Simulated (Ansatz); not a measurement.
Species: InF, charge 1, multiplicity 2. 
Coordinates optimised at B3LYP-D3(BJ)/def2-TZVP (Ansatz, an electronic-structure program):
```
In
F 1 1.9367
```
Charge +1, spin multiplicity 2.

Basis-set convergence of Hartree-Fock and CCSD(T) correlation energies (hartree) with Ansatz. Cores are frozen in the correlated levels unless marked. Open shells are spin-unrestricted. No spin-orbit coupling. The frozen core is the preceding noble-gas configuration, with the filled d and f shells of earlier blocks. In def2 rows, elements after Kr have scalar-relativistic effective core potentials.

```
basis        functions       E(HF)  E(corr, CCSD(T))
-----------  ---------  ----------  ----------------
def2-SVPD           55  -288.30465          -0.23424
def2-TZVPPD         96  -288.43134          -0.29571
def2-QZVPPD        154  -288.43714          -0.31939
```

Extrapolating the two largest sets (X = 3 and 4) as X^-3: E(corr) = (64·(-0.31939) - 27·(-0.29571))/37 = -0.3367 Eh, an estimate of the basis-set limit. The largest set recovers 94.9 % of it, the smallest 69.6 %.
